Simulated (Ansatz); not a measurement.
Input file for Ansatz (an electronic-structure program): U-r2SCAN/def2-TZVPP on F2Re (SMILES [F][Re][F]), 2S+1 = 2, a spin state set in the input, which need not be the lowest. Elements past Kr take the def2 small-core potentials; no spin–orbit coupling.

Ansatz 0.2 input:
```yaml
crystal:
  periodic: [false, false, false]
  atoms:
    - {symbol: Re, position_ang: [-0.01080008, 0.01602630, -0.02321596]}
    - {symbol: F, position_ang: [-0.23356365, 1.36438566, -1.22561996]}
    - {symbol: F, position_ang: [0.21109501, -1.33304035, 1.17861630]}
basis:
  gaussian:
    orbitals: def2-TZVPP
hamiltonian:
  xc: {name: r2SCAN}
magnetization: {spin_polarized: true, initial_magnetization: 1}
```

Question: Predict the final total energy.

Answer: -278.0158 hartree. Its determinant has ⟨S²⟩ = 1.85, a mixture of spin states.

Question: How many basis functions does it have, and what does it roughly cost on one machine?

Answer: 118 functions; around 5 core-minutes (rough).
